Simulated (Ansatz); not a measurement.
`[SiH3][CH2][AlH][SiH2]Cl`, charge 0, multiplicity 1.

Question: Give a relaxed structure at PBE0-D4/def2-TZVP (the Gaussian-basis code of Ansatz). (Best estimate.)

Answer: The calculation gave: 
```xyz
13

Si    0.798    1.421   -1.066
C     1.509    0.013   -0.075
Al    0.271   -0.904    1.122
Si   -1.928   -1.438    0.310
Cl   -1.804    0.469    1.405
H     1.759    1.936   -2.081
H    -0.427    0.978   -1.791
H     0.423    2.554   -0.177
H     1.890   -0.738   -0.778
H     2.369    0.372    0.502
H     0.620   -1.411    2.580
H    -2.969   -2.199    1.052
H    -2.511   -1.053   -1.003
```
This is one stationary point; other conformers may exist.
